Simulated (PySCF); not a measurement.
**Radial density of Bi (bismuth, neutral)**

UHF, [Xe] 4f14 5d10 6s1 6p3 6d1, high-spin 6D determinant (an excited configuration). Computed with PySCF 2.14 in x2c-TZVPPall with one added diffuse shell each of s, p, d, f type (12s8p7d4f, 99 functions), with scalar relativity by spin-free X2C-1e.

```
r (bohr)  4πr²ρ (e/bohr)  4πr²(ρα − ρβ)
  0.0127           115.4         0.0109
  0.0213           102.7         0.0215
  0.0359           141.0         0.0425
  0.0604           147.2        -0.0050
   0.102           129.5         0.0306
   0.171           127.6         0.0199
   0.287           91.34         0.1247
   0.483           65.87         0.0262
   0.813           26.97         0.2009
    1.37           11.05         0.4546
    2.30           2.803         2.0596
    3.87          0.7169         0.7150
    6.51          0.1843         0.1843
    10.9        0.004172         0.0042
```

Densities and radii are taken from the X2C orbitals without a picture-change correction, which distorts them close to the nucleus.

Spin-orbit coupling is strong in this species (close to jj coupling), so the high-spin LS determinant is a model state, not a physical level. The outer electron is Rydberg-like, and this basis confines it to a smaller radius and binds it less than a complete one would.

Problem. Where is the radial spin density 4πr²(ρα − ρβ) most negative, and why is it negative at all?

Solution. Around r = 0.0604 bohr, down to -0.0050 e/bohr: exchange with the open shell polarises the paired shells in an unrestricted calculation.
